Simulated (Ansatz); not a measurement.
`NC1=NCN1[SiH3]`. The species carries charge 0 and has multiplicity 1.

Cartesian coordinates in Å:
```
N 0.776 0.290 1.910
C 0.788 -0.316 0.693
N 1.703 -0.997 0.085
C 0.775 -1.035 -1.054
N -0.231 -0.288 -0.247
Si -1.427 0.887 -0.669
H 1.537 0.013 2.510
H -0.118 0.335 2.372
H 0.441 -2.038 -1.331
H 1.122 -0.483 -1.932
H -0.874 2.114 -1.308
H -2.121 1.274 0.586
H -2.374 0.245 -1.615
```

Problem. Give the diagnostics of a CCSD(T)/def2-TZVPP run (frozen core, Ansatz). (An estimate is asked.)

Solution. Ansatz gave: T1 = 0.0131, largest single amplitude 0.017, largest double 0.027, (T) share of the correlation energy 4.3 %, 10 CCSD cycles. The RHF solution is stable towards an unrestricted one. T1 lies under the customary mark of 0.02 for closed shells.
